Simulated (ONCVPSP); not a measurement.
# Transferability test, ONCV potential for Al (Z = 13)

- Element: aluminium (Al)
- Generator: ONCVPSP 4.0.1
- Type: optimised norm-conserving Vanderbilt (ONCV)
- Functional: PBE
- Relativity: scalar-relativistic
- Frozen core: [Ne]
- Valence charge: 3
- Reference configuration: 3s2 (charge +1)
- Partial waves: 3s: rc 2.15 bohr, ncon 4, nbas 7, qcut 2.8 1/bohr, 2 projectors, debl 1 Ha; p scattering state at 0.34 Ha: rc 1.85 bohr, ncon 5, nbas 8, qcut 4.2 1/bohr, local; d scattering state at 0.09 Ha: rc 2.00 bohr, ncon 5, nbas 8, qcut 5.3 1/bohr, 2 projectors, debl 2.4 Ha
- Local potential: the p channel
- Core correction: Teter function fitted to the true core (icmod 2), fcfact 0.6

In the p channel the program set the typed energies aside and used 0.050 Ha.

Energies are relative to the spin-unpolarised reference configuration 3s2; without spin polarisation the order of configurations can differ from experiment.

Give the all-electron excitation energy and the error of the potential for: 3s2 3p1; 3s1; 3s2 3p0.5; 3s1 3p2.

```json
{"valence configuration": "3s2 3p1", "charge": "0", "ΔE all-electron (eV)": "-5.761", "error AE − PS (meV)": "+26"}
{"valence configuration": "3s1", "charge": "+2", "ΔE all-electron (eV)": "19.225", "error AE − PS (meV)": "+14"}
{"valence configuration": "3s2 3p0.5", "charge": "+0.5", "ΔE all-electron (eV)": "-3.676", "error AE − PS (meV)": "+14"}
{"valence configuration": "3s1 3p2", "charge": "0", "ΔE all-electron (eV)": "-0.622", "error AE − PS (meV)": "+42"}
```

Levels in the configuration 3s2 3p0.5:

```csv
level,all-electron (eV),pseudo (eV)
3s,-11.094,-11.098
3p,-5.701,-5.729
```
